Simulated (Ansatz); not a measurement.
GeH6SSi can be A, `[SiH3][GeH2][SH]`, or B, `S[SiH2][GeH3]`.

Calculated with Ansatz (gas phase, PBE0-D4/def2-TZVP geometries, no zero-point term in ΔE). CCSD(T)/CBS adds triple-zeta CCSD(T) − MP2 to the extrapolated MP2 energy (def2 sets, frozen cores). DFT in def2-TZVPP. For Ge outer-core shells are correlated without core-valence functions, which leaves a few kJ/mol of doubt a bond. Scalar relativity is left out up to krypton. Each species was taken in one conformer, which may not be the lowest.

Q: Which is lower in electronic energy at CCSD(T)/CBS, and by how much? (Best estimate.)

A: The calculation gave: B, by 11.8 kJ/mol.

Q: Give E(B) − E(A) in kJ/mol with BLYP-D4, MP2/def2-TZVPP, r2SCAN-D4, PBE0-D4, CCSD(T)/def2-TZVPP, B2PLYP, LDA (SPW92). (Estimate.)

A: Ansatz gave: BLYP-D4 -9.3, MP2/def2-TZVPP -9.7, r2SCAN-D4 -13.0, PBE0-D4 -12.0, CCSD(T)/def2-TZVPP -9.0, B2PLYP -9.3, LDA (SPW92) -16.6. None reverses the order clearly.

Q: Does the order hold for the free energy at 298.15 K (harmonic terms from PBE0-D4)? (Estimate.)

A: Computed: Yes: G(B) − G(A) = -10.1 kJ/mol, for one conformer each.

Largest T1 diagnostic: 0.012.

In def2-TZVPP, CCSD(T) changes the Hartree–Fock value by −4.0 kJ/mol (the triples alone add −0.4 kJ/mol) and MP2 by −4.7 kJ/mol. At CCSD(T), def2-SVP lies +4.3 kJ/mol from the extrapolated value and def2-TZVPP +2.7 kJ/mol.
